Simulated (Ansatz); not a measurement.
A further run on the cluster Na₇⁻.

```yaml
crystal:
  periodic: [false, false, false]
  atoms:
    - {symbol: Na, position_ang: [-0.825194, -0.279827, 2.233902]}
    - {symbol: Na, position_ang: [-2.466467, -1.320401, -0.626397]}
    - {symbol: Na, position_ang: [0.701385, 2.826544, 1.754971]}
    - {symbol: Na, position_ang: [0.812563, -2.716614, 0.404077]}
    - {symbol: Na, position_ang: [-1.148839, 1.834340, -1.045719]}
    - {symbol: Na, position_ang: [2.390346, 0.323141, 0.006545]}
    - {symbol: Na, position_ang: [0.536207, -0.667184, -2.727388]}
basis:
  gaussian: {orbitals: def2-SVPD}
total_charge: -1
hamiltonian: {xc: {name: PBE0-DH}}
accuracy: high
scf: {lower_state_search: light}
output: {forces: true}
```

```sh
$ ansatz run in.yaml --threads 4 --pin off --events-out ev --progress --plain --max-ram 4787MiB
```

Output, abridged:

```
Functional definition: PBE0-DH
2496 factors; integrals over basis functions are off by at most 2.9e-9 eV
mean field evaluation 1: about -30878.0272 eV, gradient 2.5e0 eV
mean field evaluation 2: about -30878.5662 eV, gradient 2.3e0 eV
mean field evaluation 4: about -30878.6307 eV, gradient 6.6e-1 eV
mean field evaluation 8: about -30878.6374 eV, gradient 1.4e-2 eV
mean field evaluation 16: about -30878.6374 eV, gradient 6.5e-5 eV
mean field -30878.63743591 eV, -1134.7689954773 hartree, gradient 4.0e-8 eV, S^2 0.000000; 0 other end points of the search recorded, 0 dependent functions left out
7 core orbitals not correlated: weight in the atoms' cores, before any rotation towards them, 1.000 or more for the frozen orbitals, at most 0.000 for the correlated occupied ones
reference -30878.63743758 eV, -1134.7689955387 hartree; 32, 32 occupied and 87, 87 virtual orbitals, 2496 factors
second order -5.18875419 eV of doubles, -0.00000000 eV of singles
Total energy: -30879.28603185 eV, -1134.7928309386 hartree
Atom 0 at    -0.825194    -0.279827     2.233902 Å, force    -0.004302     0.000753     0.020765 eV/Å
Atom 1 at    -2.466467    -1.320401    -0.626397 Å, force    -0.016621    -0.017260    -0.006275 eV/Å
Atom 2 at     0.701385     2.826544     1.754971 Å, force     0.001797     0.018181     0.009614 eV/Å
Atom 3 at     0.812563    -2.716614     0.404077 Å, force     0.001816    -0.022252    -0.004896 eV/Å
Atom 4 at    -1.148839     1.834340    -1.045719 Å, force    -0.001859     0.025380    -0.003255 eV/Å
Atom 5 at     2.390346     0.323141     0.006545 Å, force     0.017693     0.010640     0.003467 eV/Å
Atom 6 at     0.536207    -0.667184    -2.727388 Å, force     0.001476    -0.015442    -0.019419 eV/Å
Dipole moment:     0.001435     0.027042     0.019274 e Å
```

Hardware: 4 threads of Arm Neoverse V2 on a shared host. Wall time 43 s, peak host memory 0.78 GiB.

Correlated methods freeze 7 core orbitals; core or outer-core shells of Na are correlated, in sets that lack core-valence functions.

The dipole of an ion depends on the origin.
